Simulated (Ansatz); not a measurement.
Method: B3LYP-D3(BJ)/def2-TZVP in Ansatz (a first-principles code). No frequencies were computed at this level.

Ansatz 0.2 input:
```yaml
crystal:
  periodic: [false, false, false]
  atoms:
    - { symbol: O, position_ang: [1.148831, 0.091485, -0.390544] }
    - { symbol: Si, position_ang: [-0.42083, -0.057588, 0.002376] }
    - { symbol: H, position_ang: [1.799455, 0.41714, 0.224098] }
    - { symbol: H, position_ang: [-0.977671, 1.24444, 0.375366] }
    - { symbol: H, position_ang: [-0.577387, -0.978698, 1.130013] }
    - { symbol: H, position_ang: [-0.979228, -0.577926, -1.234281] }
basis:
  gaussian: { orbitals: def2-tzvp }
hamiltonian:
  xc: b3lyp
  dispersion: d3bj
relax:
  max_steps: 150
```

Output:

```
Functional definition: B3LYP
588 factors; their error is unknown
mean field evaluation 1: about -9987.6577 eV, gradient 5.6e1 eV
mean field evaluation 2: about -9975.6899 eV, gradient 9.8e1 eV
mean field evaluation 4: about -9992.5905 eV, gradient 1.6e0 eV
mean field evaluation 8: about -9992.6249 eV, gradient 1.4e-2 eV
mean field -9992.62487532 eV, -367.2221909234 hartree, gradient 3.8e-5 eV, S^2 0.000000; 0 other end points of the search recorded, 0 dependent functions left out
reference -9992.62508414 eV, -367.2221985977 hartree; 13, 13 occupied and 79, 79 virtual orbitals, 588 factors
relax step   1: F+E_penalty+E_count = -9992.75144004 eV  Δ(F+E_penalty+E_count) = +0.000e0 eV  max|allowed force component| = 8.246e-1 eV/Å  Δτ_max = 0.0000 Å  (24 SCF iters, accepted)
these checks for a lower state are left out or cut short: starts, cluster_reference, orbital_swaps, neighbouring_geometries, increment
588 factors; their error is unknown
mean field evaluation 16: about -9992.6442 eV, gradient 6.7e-3 eV
mean field -9992.67318606 eV, -367.2239663105 hartree, gradient 7.4e-6 eV, S^2 0.000000; 0 other end points of the search recorded, 0 dependent functions left out
reference -9992.67339573 eV, -367.2239740158 hartree; 13, 13 occupied and 79, 79 virtual orbitals, 588 factors
relax step   2: F+E_penalty+E_count = -9992.79904134 eV  Δ(F+E_penalty+E_count) = -4.760e-2 eV  max|allowed force component| = 3.746e-1 eV/Å  Δτ_max = 0.0558 Å  (30 SCF iters, accepted)
these checks for a lower state are left out or cut short: starts, cluster_reference, orbital_swaps, neighbouring_geometries, increment
588 factors; their error is unknown
mean field -9992.67720215 eV, -367.2241138990 hartree, gradient 7.5e-6 eV, S^2 0.000000; 0 other end points of the search recorded, 0 dependent functions left out
reference -9992.67741220 eV, -367.2241216182 hartree; 13, 13 occupied and 79, 79 virtual orbitals, 588 factors
relax step   3: F+E_penalty+E_count = -9992.80291514 eV  Δ(F+E_penalty+E_count) = -3.874e-3 eV  max|allowed force component| = 1.707e-1 eV/Å  Δτ_max = 0.0151 Å  (28 SCF iters, accepted)
these checks for a lower state are left out or cut short: starts, cluster_reference, orbital_swaps, neighbouring_geometries, increment
588 factors; their error is unknown
mean field evaluation 32: about -9992.6781 eV, gradient 2.4e-5 eV
mean field -9992.67809082 eV, -367.2241465570 hartree, gradient 8.0e-6 eV, S^2 0.000000; 0 other end points of the search recorded, 0 dependent functions left out
reference -9992.67830089 eV, -367.2241542772 hartree; 13, 13 occupied and 79, 79 virtual orbitals, 588 factors
relax step   4: F+E_penalty+E_count = -9992.80400604 eV  Δ(F+E_penalty+E_count) = -1.091e-3 eV  max|allowed force component| = 2.222e-1 eV/Å  Δτ_max = 0.0277 Å  (28 SCF iters, accepted)
these checks for a lower state are left out or cut short: starts, cluster_reference, orbital_swaps, neighbouring_geometries, increment
588 factors; their error is unknown
mean field -9992.67980411 eV, -367.2242095194 hartree, gradient 7.9e-6 eV, S^2 0.000000; 0 other end points of the search recorded, 0 dependent functions left out
reference -9992.68001450 eV, -367.2242172513 hartree; 13, 13 occupied and 79, 79 virtual orbitals, 588 factors
relax step   5: F+E_penalty+E_count = -9992.80567592 eV  Δ(F+E_penalty+E_count) = -1.670e-3 eV  max|allowed force component| = 4.231e-2 eV/Å  Δτ_max = 0.0066 Å  (30 SCF iters, accepted)
these checks for a lower state are left out or cut short: starts, cluster_reference, orbital_swaps, neighbouring_geometries, increment
588 factors; their error is unknown
mean field -9992.67983298 eV, -367.2242105804 hartree, gradient 8.3e-6 eV, S^2 0.000000; 0 other end points of the search recorded, 0 dependent functions left out
reference -9992.68004343 eV, -367.2242183144 hartree; 13, 13 occupied and 79, 79 virtual orbitals, 588 factors
relax step   6: F+E_penalty+E_count = -9992.80571616 eV  Δ(F+E_penalty+E_count) = -4.024e-5 eV  max|allowed force component| = 1.373e-3 eV/Å  Δτ_max = 0.0018 Å  (21 SCF iters, accepted)
588 factors; their error is unknown
mean field evaluation 64: about -9992.6798 eV, gradient 3.6e-5 eV
mean field -9992.67983298 eV, -367.2242105804 hartree, gradient 1.2e-5 eV, S^2 0.000000; 1 other end points of the search recorded, 0 dependent functions left out
reference -9992.68004343 eV, -367.2242183144 hartree; 13, 13 occupied and 79, 79 virtual orbitals, 588 factors
Total energy: -9992.80592661 eV, -367.2288444359 hartree
Atom 0 at     1.206085     0.096832    -0.405217 Å, force     0.000711     0.000581     0.001353 eV/Å
Atom 1 at    -0.391877    -0.057347    -0.012123 Å, force    -0.000158    -0.000505    -0.001373 eV/Å
Atom 2 at     1.812528     0.431518     0.259356 Å, force    -0.000568    -0.000504    -0.001206 eV/Å
Atom 3 at    -0.991469     1.247619     0.362318 Å, force    -0.000344     0.000860    -0.000104 eV/Å
Atom 4 at    -0.588150    -0.993153     1.122954 Å, force    -0.000046    -0.000803     0.000450 eV/Å
Atom 5 at    -1.053947    -0.586616    -1.220260 Å, force     0.000405     0.000372     0.000879 eV/Å
Dipole moment:     0.076574     0.099617     0.252920 e Å
```

Cost: about 11 core-seconds (a rough figure).
